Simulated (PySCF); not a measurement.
Predicted microwave data (B3LYP/def2-SVPD in PySCF (dipole) on a GFN2-xTB geometry, gas phase) for one isomer of C6H11P:

| Item | Value |
| --- | --- |
| Rotational constants | A = 2892, B = 2727, C = 2194 MHz |
| Dipole components | \|μa\| = 1.46 D, \|μb\| = 0.00 D, \|μc\| = 0.21 D |
| Inertial defect | -129.75 u·Å² |
| κ | 0.53 |

Question: Which structure is it? (One computed conformer of each.)
A. `C1CP2CCC1C2`
B. `[CH3:1][C:2]1=[C:3]([CH:4]([CH3:5])[CH3:6])[PH:7]1` with C2–C3–C4–C5 122°
C. `[CH3:1][C:2]1=[CH:3][CH2:4][P:5]([CH3:6])[CH2:7]1` with C2–C3–C4–P5 -14°, C3–C4–P5–C6 -79°, C4–P5–C7–C2 -18°, C1–C2–C7–P5 -167°
D. `[CH3:1][CH2:2][C@@H:3]([CH3:4])[P:5]1[CH:6]=[CH:7]1` with C1–C2–C3–C4 175°, C2–C3–P5–C6 112°
E. `[CH:1]#[C:2][CH2:3][PH:4][CH2:5][CH2:6][CH3:7]` with C2–C3–P4–C5 87°, C3–P4–C5–C6 -77°, P4–C5–C6–C7 -173°

Answer: A. It is C1CP2CCC1C2, an asymmetric top, point group Cs. The candidates at the same level (rigid rotor, commonest isotopes):

```tsv
SMILES	A (MHz)	B (MHz)	C (MHz)	μa (D)	μb (D)	μc (D)	Δ (u·Å²)	point group	rotor
CC1=C(C(C)C)P1	2826	1605	1116	1.26	1.63	0.45	-40.91	C1	asymmetric top
C1CP2CCC1C2	2892	2727	2194	1.46	0.00	0.21	-129.75	Cs	asymmetric top
CC1=CCP(C)C1	3706	1668	1480	1.16	0.02	0.81	-97.88	C1	asymmetric top
CC[C@@H](C)P1C=C1	3016	1746	1287	0.09	0.01	1.36	-64.38	C1	asymmetric top
C#CCPCCC	2621	1399	997.0	0.66	0.07	1.11	-47.20	C1	asymmetric top
```

`CC[C@@H](C)P1C=C1` has C 41 % too low; `C#CCPCCC` has C 55 % too low; `CC1=C(C(C)C)P1` has C 49 % too low; `CC1=CCP(C)C1` has B 39 % too low. In the right answer the mirror of this Cs structure is the ac plane, so μb vanishes by symmetry. No structure here is proved a minimum.
